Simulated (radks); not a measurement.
All-electron atom: Os III in [Xe] 4f14 5d6 (the NIST ground configuration). Calculated with a radial shooting solver on a logarithmic mesh with Libxc functionals: Dirac Kohn-Sham, BLYP, spin-unpolarised, spherical densities, point nucleus; open shells are shared between the two j in proportion to 2j + 1; speed of light set to 205.554 atomic units (1.5 times the physical value, a model run). Some entries of the table are withheld. Estimate them.

orbital,occ.,eigenvalue (Ry),<1/r> (bohr^-1)
1s1/2,2,-5143.488,81.16
2s1/2,2,-870.0386,19.37
2p1/2,2,-834.2769,19.38
2p3/2,4,-789.9853,18.00
3s1/2,2,-202.4530,7.324
3p1/2,2,-186.0411,7.263
3p3/2,4,-176.4621,6.905
3d3/2,4,-147.1396,(1)
3d5/2,6,-144.7962,(2)
4s1/2,2,-42.96595,3.140
4p1/2,2,-36.04192,3.042
4p3/2,4,-33.81623,2.916
4d3/2,4,-21.69800,(3)
4d5/2,6,-21.22950,(4)
5s1/2,2,-7.15683,1.255
4f5/2,6,-5.52138,2.276
4f7/2,8,-5.42585,2.261
5p1/2,2,-5.05048,1.135
5p3/2,4,-4.70517,1.089
5d3/2,2.4,-1.72832,0.7779
5d5/2,3.6,-1.69053,0.7657
6s1/2,0,-1.42675,0.4524
6p1/2,0,-1.02385,(5)
6p3/2,0,-0.98802,(6)

Answer. 
(1) 3d3/2 <1/r> (bohr^-1): 6.819
(2) 3d5/2 <1/r> (bohr^-1): 6.721
(3) 4d3/2 <1/r> (bohr^-1): 2.716
(4) 4d5/2 <1/r> (bohr^-1): 2.682
(5) 6p1/2 <1/r> (bohr^-1): 0.3772
(6) 6p3/2 <1/r> (bohr^-1): 0.3656
